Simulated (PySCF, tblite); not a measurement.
Species: C6H13FOSi.
Structure used (GFN2-xTB), in Å, numbered top down from 1:
```
atom  x, y, z in Å
C1    -1.1819    1.8403   -0.1252
C2    -1.0682    0.3390   -0.3950
C3    -2.4503   -0.3147   -0.3444
Si4    0.1436   -0.4930    0.8338
C5     0.2219   -2.3761    0.4386
O6     1.1343   -2.9017   -0.1481
C7     1.9413    0.1734    0.6444
C8     2.4793    0.1425   -0.7771
F9     1.9733    1.4890    1.1124
H10   -1.6215    2.0204    0.8527
H11   -1.8137    2.3150   -0.8744
H12   -0.2069    2.3189   -0.1478
H13   -0.6829    0.2119   -1.4143
H14   -2.3911   -1.3712   -0.5949
H15   -3.1220    0.1664   -1.0535
H16   -2.8853   -0.2214    0.6480
H17   -0.3062   -0.3421    2.2240
H18   -0.6346   -3.0020    0.7686
H19    2.6246   -0.3716    1.3067
H20    3.4992    0.5215   -0.8057
H21    1.8656    0.7579   -1.4311
H22    2.4708   -0.8831   -1.1349
```

The calculation used PBE0/pcSseg-1 in PySCF (dipole) on a GFN2-xTB geometry, gas phase.

Take the most abundant isotopes and a rigid rotor. The values belong to one conformer with, in the numbering `[CH3:1][CH:2]([CH3:3])[Si@@H:4]([CH:5]=[O:6])[C@@H:7]([CH3:8])[F:9]`, C1–C2–Si4–C5 180°, C2–Si4–C5–O6 103°, C2–Si4–C7–C8 -52°.

(1) What are A, B and C (MHz)?

(2) Classify the top.

(3) What does the inertial defect say?

(4) Give the other two planar moments, Paa and Pbb, and the rms extents of the mass along the axes.

(5) Where do the levels up to J = 2 lie, in MHz?

(6) Predict some low-J microwave lines.

(7) Estimate the classical rotational partition function at 50 K, 100 K and 200 K.

## Answers

(1) Ia = 380.65, Ib = 426.65, Ic = 678.05 u·Å²; 505379 MHz·u·Å²/I gives A = 1328, B = 1185, C = 745.3 MHz.

(2) An asymmetric top; Ray's κ = 0.508.

(3) Not planar: Δ = Ic − Ia − Ib = -129.24 u·Å². For a rigid frame Δ = −2 Σ m c², so Σ m c² = 64.62 u·Å² lies off the ab plane: 19.52 from hydrogen and 45.10 from heavier atoms. The atom farthest from that plane is 2.07 Å away.

(4) Paa = Σ m a² = (Ib + Ic − Ia)/2 = 362.03 and Pbb = Σ m b² = (Ia + Ic − Ib)/2 = 316.03 u·Å². With the mass M = 148.07 u, the rms extents √(P/M) along a, b and c are 1.56, 1.46, 0.66 Å.

(5) Above 0(0,0):
J = 1: 1(0,1) 1930, 1(1,1) 2073, 1(1,0) 2512
J = 2: 2(0,2) 5464, 2(1,2) 5494, 2(1,1) 6811, 2(2,1) 7241, 2(2,0) 7566
The levels of one J sum to (2J + 1)J(J + 1)(A + B + C)/3.

(6) The dipole components are |μa| = 1.88 D, |μb| = 0.16 D, |μc| = 0.09 D. Intensities carry the squares of the components, which stand as 1.00 : 0.01 : 0.00 (a : b : c). Some lines, for components of 0.1 D or more:

| type | branch | J(Ka,Kc) | MHz | lower level (cm⁻¹) |
| --- | --- | --- | --- | --- |
| a | Q | 4(3,1) ← 4(3,2) | 886 | 0.771 |
| b | Q | 3(2,1) ← 3(1,2) | 1265 | 0.430 |
| b | Q | 4(3,1) ← 4(2,2) | 1269 | 0.758 |
| b | Q | 2(1,1) ← 2(0,2) | 1347 | 0.182 |
| b | Q | 2(2,1) ← 2(1,2) | 1747 | 0.183 |
| b | Q | 3(3,1) ← 3(2,2) | 1979 | 0.435 |
| a | Q | 4(2,2) ← 4(2,3) | 2261 | 0.682 |
| b | Q | 4(2,2) ← 4(1,3) | 2288 | 0.682 |
| b | Q | 3(1,2) ← 3(0,3) | 2434 | 0.349 |
| b | Q | 3(2,2) ← 3(1,3) | 2571 | 0.349 |
| b | Q | 4(2,3) ← 4(1,4) | 3532 | 0.565 |
| b | R | 2(1,2) ← 1(0,1) | 3564 | 0.064 |
| b | R | 2(2,1) ← 1(1,0) | 4728 | 0.084 |
| a | R | 3(1,3) ← 2(1,2) | 4966 | 0.183 |
| a | R | 3(2,2) ← 2(2,1) | 5790 | 0.242 |
| b | R | 4(1,3) ← 3(2,2) | 7402 | 0.435 |
| b | R | 3(3,1) ← 2(2,0) | 7443 | 0.252 |
| b | R | 4(2,3) ← 3(1,2) | 7569 | 0.430 |
| b | R | 4(3,2) ← 3(2,1) | 8948 | 0.472 |
| b | R | 4(4,1) ← 3(3,0) | 10179 | 0.507 |
| b | R | 4(2,2) ← 3(1,3) | 12261 | 0.349 |

(7) Point group C1, symmetry number σ = 1; q = (√π/σ)·√((kT/h)³/(ABC)), k/h = 20836.6 MHz/K: 55100 at 50 K, 156000 at 100 K, 440000 at 200 K.

Its GFN2-xTB frequencies are all real (lowest 38 cm⁻¹). No vibrational averaging or centrifugal distortion is included, and the geometry carries the error of its method. A rigid rotor knows nothing of internal rotation, which can split or shift real lines.
